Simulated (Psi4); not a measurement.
C$_{4}$H$_{7}$, charge -1, singlet, geometry from GFN2-xTB (a gas-phase anion, which may not be bound at this level); Psi4 with MP2/STO-3G.

Input for Psi4:
```
memory 2 GB

molecule mol {
-1 1
C    -0.017079    0.137684    1.567119
C    -0.002588    0.015899    0.238727
H    -0.019375   -0.900336    2.055516
C     0.003309    1.253666   -0.640106
H    -0.005779    2.152562   -0.023252
H     0.893269    1.292935   -1.287774
H    -0.872859    1.287990   -1.306587
C     0.010311   -1.253978   -0.638358
H     0.006195   -2.152814   -0.015777
H    -0.867325   -1.302457   -1.302631
H     0.902155   -1.297503   -1.283782
}

set {
  basis sto-3g
  reference rhf
}

energy('mp2')
print_variables()
```

The log (banner, timings and long lists left out):

```
    SCF Algorithm Type (re)set to DF.

   => Loading Basis Set <=

    Name: STO-3G
    Role: ORBITAL
    Keyword: BASIS

         ---------------------------------------------------------
                                   SCF
               by Justin Turney, Rob Parrish, Andy Simmonett
                          and Daniel G. A. Smith
                              RHF Reference
         ---------------------------------------------------------

  ==> Geometry <==

    Molecular point group: c1
    Full point group: C1

    Geometry (in Angstrom), charge = -1, multiplicity = 1:

       Center              X                  Y                   Z               Mass
    ------------   -----------------  -----------------  -----------------  -----------------
         C           -0.016425122115     0.121110815991     1.510093313502    12.000000000000
         C           -0.001934122115    -0.000674184009     0.181701313502    12.000000000000
         H           -0.018721122115    -0.916909184009     1.998490313502     1.007825032230
         C            0.003962877885     1.237092815991    -0.697131686498    12.000000000000
         H           -0.005125122115     2.135988815991    -0.080277686498     1.007825032230
         H            0.893922877885     1.276361815991    -1.344799686498     1.007825032230
         H           -0.872205122115     1.271416815991    -1.363612686498     1.007825032230
         C            0.010964877885    -1.270551184009    -0.695383686498    12.000000000000
         H            0.006848877885    -2.169387184009    -0.072802686498     1.007825032230
         H           -0.866671122115    -1.319030184009    -1.359656686498     1.007825032230
         H            0.902808877885    -1.314076184009    -1.340807686498     1.007825032230

  Running in c1 symmetry.

  Rotational constants: A =      0.31308  B =      0.28999  C =      0.15952 [cm^-1]
  Rotational constants: A =   9385.96386  B =   8693.73848  C =   4782.36397 [MHz]
  Nuclear repulsion =  111.076037940139528

  Charge       = -1
  Multiplicity = 1
  Electrons    = 32
  Nalpha       = 16
  Nbeta        = 16

  ==> Algorithm <==

  SCF Algorithm Type is DF.
  DIIS enabled.
  MOM disabled.
  Fractional occupation disabled.
  Guess Type is SAD.
  Energy threshold   = 1.00e-08
  Density threshold  = 1.00e-08
  Integral threshold = 1.00e-12

  ==> Primary Basis <==

  Basis Set: STO-3G
    Blend: STO-3G
    Number of shells: 19
    Number of basis functions: 27
    Number of Cartesian functions: 27
    Spherical Harmonics?: true
    Max angular momentum: 1

   => Loading Basis Set <=

    Name: (STO-3G AUX)
    Role: JKFIT
    Keyword: DF_BASIS_SCF

  ==> Integral Setup <==

  SCF_SUBTYPE=INCORE selected. In-core MEM_DF algorithm will be used.
  Using in-core AOs.

  ==> MemDFJK: Density-Fitted J/K Matrices <==

    J tasked:                   Yes
    K tasked:                   Yes
    wK tasked:                   No
    Algorithm:                 Core
    Schwarz Cutoff:           1E-12
    Mask sparsity (%):       0.8230
    Fitting Condition:        1E-10

   => Auxiliary Basis Set <=

  Basis Set: (STO-3G AUX)
    Blend: DEF2-UNIVERSAL-JKFIT
    Number of shells: 142
    Number of basis functions: 426
    Number of Cartesian functions: 496
    Spherical Harmonics?: true
    Max angular momentum: 4

  Minimum eigenvalue in the overlap matrix is 1.9154060403E-01.
  Reciprocal condition number of the overlap matrix is 7.8140744428E-02.
    Using symmetric orthogonalization.

  ==> Pre-Iterations <==

  SCF Guess: Superposition of Atomic Densities via on-the-fly atomic UHF (no occupation information).

   -------------------------
    Irrep   Nso     Nmo
   -------------------------
     A         27      27
   -------------------------
    Total      27      27
   -------------------------

  ==> Iterations <==

                           Total Energy        Delta E     RMS |[F,P]|

   @DF-RHF iter SAD:  -149.99594229448218   -1.49996e+02   0.00000e+00
   @DF-RHF iter   1:  -153.30952997797405   -3.31359e+00   1.22933e-02 ADIIS/DIIS
   @DF-RHF iter   2:  -153.39185490886760   -8.23249e-02   6.01890e-03 ADIIS/DIIS
   @DF-RHF iter   3:  -153.40657106862753   -1.47162e-02   1.01784e-03 ADIIS/DIIS
   @DF-RHF iter   4:  -153.40778237456209   -1.21131e-03   4.77470e-04 ADIIS/DIIS
   @DF-RHF iter   5:  -153.40800383462255   -2.21460e-04   1.15019e-04 ADIIS/DIIS
   @DF-RHF iter   6:  -153.40801725552788   -1.34209e-05   2.46577e-05 DIIS
   @DF-RHF iter   7:  -153.40801776634726   -5.10819e-07   3.09357e-06 DIIS
   @DF-RHF iter   8:  -153.40801777502347   -8.67621e-09   2.98917e-07 DIIS
   @DF-RHF iter   9:  -153.40801777509731   -7.38396e-11   4.93531e-08 DIIS
   @DF-RHF iter  10:  -153.40801777509918   -1.87583e-12   1.11797e-08 DIIS
   @DF-RHF iter  11:  -153.40801777509935   -1.70530e-13   2.07379e-09 DIIS
  Energy and wave function converged.

  ==> Post-Iterations <==

    Orbital Energies [Eh]
    ---------------------

    Doubly Occupied:

       1A    -10.800290     2A    -10.794418     3A    -10.646161
       4A    -10.527170     5A     -0.752619     6A     -0.664136
       7A     -0.562647     8A     -0.369406     9A     -0.328297
      10A     -0.305544    11A     -0.295646    12A     -0.283168
      13A     -0.193122    14A     -0.132278    15A      0.035101
      16A      0.079314

    Virtual:

      17A      0.680486    18A      0.880441    19A      0.881461
      20A      0.920692    21A      0.930413    22A      0.961023
      23A      0.961359    24A      0.978878    25A      0.994859
      26A      1.170509    27A      1.417400

    Final Occupation by Irrep:
              A
    DOCC [    16 ]
    NA   [    16 ]
    NB   [    16 ]

  @DF-RHF Final Energy:  -153.40801777509935

   => Energetics <=

    Nuclear Repulsion Energy =            111.0760379401395284
    One-Electron Energy =                -435.8871372901642189
    Two-Electron Energy =                 171.4030815749253236
    Total Energy =                       -153.4080177750993528

Computation Completed

Properties will be evaluated at   0.000000,   0.000000,   0.000000 [a0]

Properties computed using the SCF density matrix

 Multipole Moments:

 ------------------------------------------------------------------------------------
     Multipole            Electronic (a.u.)      Nuclear  (a.u.)        Total (a.u.)
 ------------------------------------------------------------------------------------

 L = 1.  Multiply by 2.5417464519 to convert [e a0] to [Debye]
 Dipole X            :         -0.0205545            0.0383033            0.0177488
 Dipole Y            :          0.6421475           -0.9708765           -0.3287289
 Dipole Z            :          1.7609067           -3.3406414           -1.5797346
 Magnitude           :                                                    1.6136726

 ------------------------------------------------------------------------------------

  //>>>>>>>>>>>>>>>>>>>>>>>>>>>>>>>>>>>//
  //               DFMP2               //
  //<<<<<<<<<<<<<<<<<<<<<<<<<<<<<<<<<<<//

   => Loading Basis Set <=

    Name: (STO-3G AUX)
    Role: RIFIT
    Keyword: DF_BASIS_MP2

	 --------------------------------------------------------
	                          DF-MP2
	      2nd-Order Density-Fitted Moller-Plesset Theory

	        Rob Parrish, Justin Turney, Andy Simmonett,
	           Ed Hohenstein, and C. David Sherrill
	 --------------------------------------------------------

   => Auxiliary Basis Set <=

  Basis Set: (STO-3G AUX)
    Blend: DEF2-SVP-RI
    Number of shells: 106
    Number of basis functions: 290
    Number of Cartesian functions: 325
    Spherical Harmonics?: true
    Max angular momentum: 3

	 --------------------------------------------------------
	                 NBF =    27, NAUX =   290
	 --------------------------------------------------------
	   CLASS    FOCC     OCC    AOCC    AVIR     VIR    FVIR
	   PAIRS       0      16      16      11      11       0
	 --------------------------------------------------------

	-----------------------------------------------------------
	 ==================> DF-MP2 Energies <====================
	-----------------------------------------------------------
	 Reference Energy          =    -153.4080177750993528 [Eh]
	 Singles Energy            =      -0.0000000000000000 [Eh]
	 Same-Spin Energy          =      -0.0275356106791178 [Eh]
	 Opposite-Spin Energy      =      -0.1808619044321833 [Eh]
	 Correlation Energy        =      -0.2083975151113011 [Eh]
	 Total Energy              =    -153.6164152902106537 [Eh]
	-----------------------------------------------------------
	 ================> DF-SCS-MP2 Energies <==================
	-----------------------------------------------------------
	 SCS Same-Spin Scale       =       0.3333333333333333 [-]
	 SCS Opposite-Spin Scale   =       1.2000000000000000 [-]
	 SCS Same-Spin Energy      =      -0.0091785368930393 [Eh]
	 SCS Opposite-Spin Energy  =      -0.2170342853186200 [Eh]
	 SCS Correlation Energy    =      -0.2262128222116592 [Eh]
	 SCS Total Energy          =    -153.6342305973110172 [Eh]
	-----------------------------------------------------------

  Variable Map:
  ----------------------------------------------------------------------------
  "CURRENT CORRELATION ENERGY"           =>      -0.208397515111
  "CURRENT ENERGY"                       =>    -153.616415290211
  "CURRENT REFERENCE ENERGY"             =>    -153.408017775099
  "CUSTOM SCS-MP2 CORRELATION ENERGY"    =>      -0.226212822212
  "CUSTOM SCS-MP2 TOTAL ENERGY"          =>    -153.634230597311
  "DD SOLVATION ENERGY"                  =>       0.000000000000
  "HF KINETIC ENERGY"                    =>     153.877451818150
  "HF POTENTIAL ENERGY"                  =>    -307.285469593249
  "HF TOTAL ENERGY"                      =>    -153.408017775099
  "HF VIRIAL RATIO"                      =>       1.996949299345
  "MP2 CORRELATION ENERGY"               =>      -0.208397515111
  "MP2 DOUBLES ENERGY"                   =>      -0.208397515111
  "MP2 OPPOSITE-SPIN CORRELATION ENERGY" =>      -0.180861904432
  "MP2 SAME-SPIN CORRELATION ENERGY"     =>      -0.027535610679
  "MP2 SINGLES ENERGY"                   =>      -0.000000000000
  "MP2 TOTAL ENERGY"                     =>    -153.616415290211
  "NUCLEAR REPULSION ENERGY"             =>     111.076037940140
  "ONE-ELECTRON ENERGY"                  =>    -435.887137290164
  "PCM POLARIZATION ENERGY"              =>       0.000000000000
  "PE ENERGY"                            =>       0.000000000000
  "SCF ITERATION ENERGY"                 =>    -153.408017775099
  "SCF ITERATIONS"                       =>      11.000000000000
  "SCF TOTAL ENERGY"                     =>    -153.408017775099
  "SCS-MP2 CORRELATION ENERGY"           =>      -0.226212822212
  "SCS-MP2 TOTAL ENERGY"                 =>    -153.634230597311
  "TWO-ELECTRON ENERGY"                  =>     171.403081574925

  Array Variable Map:
  ----------------------------------------------------------------------------
  "CURRENT DIPOLE"                       =>       0.017748778528 ... -1.579734636137 1 by 3
  "SCF DIPOLE"                           =>       0.017748778528 ... -1.579734636137 1 by 3
  "SCF TOTAL ENERGIES"                   =>    -149.995942294482 ... -153.408017775099 1 by 12
```
